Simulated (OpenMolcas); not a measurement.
## Mo3+: moving the ligands

Mo3+ with 6 ligands (chloride) in octahedral coordination (Oh) at 2.45 Å. A charge of +0.5 e stands 2.6 Å behind each ligand. Ligand basis ANO-RCC-VDZP.

```yaml
Program: OpenMolcas 26.06
Method: "SS-CASPT2, IPEA 0.25 Eh, imaginary shift 0.1 Eh (closed shells correlated: 4s 4p and the ligand valence shells)"
Basis: ANO-RCC-VTZP [7s6p4d2f1g]
Scalar_Hamiltonian: DKH2, point nucleus
Active_space: 3 electrons in 5 orbitals (4d)
State_averaging: 2S+1 = 4 even, 10 roots; 2S+1 = 2 even, 40 roots
Spin-orbit_coupling: RASSI with atomic mean-field integrals over the reference wave functions
```

Runs around this geometry, states (labels of O, the rotations of Oh). Energies in cm-1 above the lowest state or level, χT in cm3 K/mol; 10Dq and B are least-squares fits to the states below 45000 cm-1, weighted by degeneracy, with a free offset, and given where the rms deviation is under 5 % of |10Dq| (or 100 cm-1) and under 700 cm-1.

| R (Å) | Ground state | First state of that spin | 10Dq | B (rms of fit) | First gap with spin-orbit (degeneracies) | χT at 300 K | First state of another spin |
| --- | --- | --- | --- | --- | --- | --- | --- |
| 2.37 | 4A2 | 4T2 22010 |  |  | 8850 (4, 4) | 1.780 | 2E 8890 |
| 2.45 | 4A2 | 4T2 19200 | 18666 | 475 (469) | 9230 (4, 4) | 1.758 | 2E 9290 |
| 2.5 | 4A2 | 4T2 17600 |  |  | 9410 (4, 4) | 1.743 | 2E 9480 |

Taking the first state of the same spin as R^-n, n = -ln(17600 / 22010) / ln(2.5 / 2.37) = 4.2 between the shortest and longest distance.

Roots that are degenerate in the reference are averaged as groups; the widest CASPT2 spread within a group is 550 cm-1 (the 3-fold group of multiplicity 2 near 57200 cm-1 above the lowest state of its run, R = 2.5). Shifts and gaps below about the spread of the groups concerned are not significant. Over all roots computed the reference weight is 0.64 to 0.65 in R = 2.37, 0.65 to 0.66 in R = 2.45, 0.65 to 0.66 in R = 2.5; a low but even weight reflects the number of correlated electrons. Ligand-to-metal charge-transfer states are missing. With no ligand orbital active B as a rule stays too high, so bands that hang on it stand too high and its fall with covalency is understated. With one d shell and no ligand orbital active, 10Dq can be off by a tenth or more. The least metal-like active orbital is 76 % on the metal (Löwdin) and no ligand orbital is active, so the numbers are rough (holds for R = 2.37). The least metal-like active orbital is 79 % on the metal (Löwdin) and no ligand orbital is active, so the numbers are rough (holds for R = 2.45). The least metal-like active orbital is 80 % on the metal (Löwdin) and no ligand orbital is active, so the numbers are rough (holds for R = 2.5). No measured value stands beside these numbers; the geometry was imposed, not optimised, and the real ion may take another.
